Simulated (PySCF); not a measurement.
**Bi (bismuth, neutral): UHF calculation**

Configuration: [Xe] 4f14 5d10 6s2 6p2 7s1, high-spin 4P determinant (an excited configuration). Computed with PySCF 2.14 in aug-cc-pV5Z-PP with ECP60MDF, with a scalar-relativistic core potential.

```
Total energy                                                  : -213.406324 hartree
One-electron energy                                           : -369.7649 hartree
Hartree (Coulomb) energy                                      : 172.3455 hartree
Exchange energy                                               : -15.9870 hartree
⟨S²⟩                                                          : 3.7578
⟨L²⟩                                                          : 2.028
Sum of ⟨r⟩                                                    : 36.58 bohr
Sum of ⟨r²⟩                                                   : 101.2 bohr²
Traceless quadrupole moment −½Σ⟨3z² − r²⟩ along its main axis : 2.05 e·bohr²
Time after the integrals                                      : of the order of 8 core-seconds
```

| shell | electrons | mean orbital energy (eV) | spread (eV) | rms radius, mean of both spins (bohr) |
| --- | --- | --- | --- | --- |
| 5s α | 1 | -185.77 | 0 | 0.899 |
| 5s β | 1 | -185.47 | 0 | 0.899 |
| 5p α | 3 | -119.77 | 0.152 | 1.02 |
| 5p β | 3 | -119.55 | 0.527 | 1.02 |
| 5d α | 5 | -39.600 | 0.376 | 1.32 |
| 5d β | 5 | -39.283 | 0.667 | 1.32 |
| 6s α | 1 | -23.568 | 0 | 2.32 |
| 6s β | 1 | -19.464 | 0 | 2.32 |
| 6p α | 2 | -11.284 | 0 | 3.07 |
| 7s α | 1 | -3.118 | 0 | 6.81 |

Energies and moments cover only the electrons outside the core potential. Spin-orbit coupling is strong in this species (close to jj coupling), so the high-spin LS determinant is a model state, not a physical level. The outer electron is Rydberg-like, and this basis confines it to a smaller radius and binds it less than a complete one would.
